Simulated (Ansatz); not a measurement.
Ansatz (a first-principles code) input (CCSD(T)/aug-cc-pVDZ):

Ansatz 0.2 input:
```yaml
crystal:
  periodic: [false, false, false]
  atoms:
    - {symbol: Ga, position_ang: [-0.00000000, -0.00000000, -0.05281953]}
    - {symbol: H, position_ang: [0.00000000, 0.00000000, 1.63740538]}
basis:
  gaussian:
    orbitals: aug-cc-pVDZ
total_charge: 1
magnetization: {spin_polarized: true, initial_magnetization: 1}
correlation: {method: ccsd_t, electrons: outside_noble_gas}
output: {forces: true}
```

End of the output:

```
493 factors; integrals over basis functions are off by at most 5.8e-4 eV
mean field: 0.10 GiB planned
mean field evaluation 1: about -52340.4456 eV, gradient 5.6e0 eV
mean field evaluation 2: about -52340.4459 eV, gradient 5.6e0 eV
mean field evaluation 4: about -52340.9736 eV, gradient 8.2e-1 eV
mean field evaluation 8: about -52340.9880 eV, gradient 4.4e-4 eV
mean field evaluation 16: about -52340.9880 eV, gradient 2.2e-6 eV
mean field -52340.98802976 eV, -1923.4958320978 hartree, gradient 2.2e-6 eV, S^2 0.796026; 0 other end points of the search recorded, 0 dependent functions left out
14 core orbitals not correlated
reference -52340.98802976 eV, -1923.4958320978 hartree; 2, 1 occupied and 29, 30 virtual orbitals, 493 factors
densities: 0.09 GiB planned
second order -0.74951402 eV of doubles, -0.00000000 eV of singles
coupled cluster: 0.08 GiB planned
cycle   1  -0.96890315 eV  change   -2.2e-1 eV  update   5.0e-2
cycle   2  -1.12239693 eV  change   -1.5e-1 eV  update   2.6e-2
cycle   3  -1.13652290 eV  change   -1.4e-2 eV  update   7.5e-3
cycle   4  -1.14000507 eV  change   -3.5e-3 eV  update   1.6e-3
cycle   5  -1.13889114 eV  change    1.1e-3 eV  update   4.5e-4
cycle   6  -1.13949042 eV  change   -6.0e-4 eV  update   1.8e-4
cycle   7  -1.13933789 eV  change    1.5e-4 eV  update   7.6e-5
cycle   8  -1.13933119 eV  change    6.7e-6 eV  update   2.4e-5
cycle   9  -1.13934442 eV  change   -1.3e-5 eV  update   5.9e-6
cycle  10  -1.13933921 eV  change    5.2e-6 eV  update   1.4e-6
cycle  11  -1.13933940 eV  change   -1.9e-7 eV  update   3.1e-7
perturbative correction -0.01090237 eV, -0.0004006546 hartree
the calculation of the forces begins
Total energy: -52342.13827153 eV, -1923.5381027030 hartree
Atom 0 at    -0.000000    -0.000000    -0.052820 Å, force    -0.000000     0.000000     0.144256 eV/Å
Atom 1 at     0.000000     0.000000     1.637405 Å, force     0.000000    -0.000000    -0.144256 eV/Å
Dipole moment:    -0.000000     0.000000     0.013110 e Å
```
